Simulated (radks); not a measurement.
Results of a calculation; reference values are marked as such.
These are the eigenvalues of the occupied orbitals of an atom or ion with whole-number occupations (eV). Level of theory: scalar-relativistic Kohn-Sham, r2SCAN, spin-unpolarised, spherical densities, finite nucleus; meta-GGA in the generalised Kohn-Sham scheme; Fermi nuclear charge, rms radius of each element as measured or else 0.836 A^(1/3) + 0.57 fm (a radial shooting solver on a logarithmic mesh with Libxc functionals).

orbital  eigenvalue
1s        -61370.49
2s        -10471.87
2p        -9233.340
3s        -2418.231
3p        -2043.065
3d        -1585.617
4s        -529.2347
4p        -404.9612
4d        -240.5364
5s        -103.1416
5p         -71.5083
4f         -59.3122
6s         -29.0826

Which element is it, and in what charge state? The configuration may be excited.

Answer. Z = 70, ytterbium, charge +3: Yb3+ in [Xe] 4f11 6s2. The list shows which subshells hold electrons but not how many an open one holds; the 1s level, -2255.3 hartree, gives Z - s = 67.2 by -(Z - s)^2/2, which with screening and relativity narrows Z to a few neighbours, and the depths of the outer levels then fix element, charge and occupations together.
